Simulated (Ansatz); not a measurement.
Calculated with Ansatz (gas phase, PBE0-D4/def2-TZVP geometries, no zero-point term in ΔE). CCSD(T)/CBS adds triple-zeta CCSD(T) − MP2 to the extrapolated MP2 energy (def2 sets, frozen cores). This one scheme is used for every species. DFT in def2-TZVPP. HSE06 is defined as in plane-wave codes. def2 core potentials past Kr. For Br, Hf outer-core shells are correlated without core-valence functions, which leaves a few kJ/mol of doubt a bond. Scalar relativity is left out up to krypton. Each species was taken in one conformer, which may not be the lowest.

`[F][Hf]([F])([Cl])[Br]` + NH₃ → `[NH2][Hf]([F])([Cl])[Br]` + H–F  (ligand exchange at the Hf–F bond)

```tsv
level	ΔE (eV)
PBE-D4	1.11
r2SCAN-D4	1.15
r2SCANh	1.14
r2SCAN0	1.11
HSE06	1.09
SCS-MP2/def2-TZVPP	1.04
HF/def2-QZVPP	1.18
MP2/CBS(def2)	0.98
```

Problem. What does CCSD(T)/CBS give? (Best estimate.)

Solution. The calculation gave: +1.02 eV. The listed levels differ from it by 0.09, 0.13, 0.12, 0.09, 0.07, 0.02, 0.16, -0.04 eV.

Largest T1 diagnostic among the species: 0.014.

In def2-TZVPP, CCSD(T) changes the Hartree–Fock value by −0.13 eV (the triples alone add −0.01 eV) and MP2 by −0.17 eV. From r2SCAN to r2SCAN0 (25 % exact exchange), in def2-TZVPP and without D4, ΔE moves by −0.06 eV.
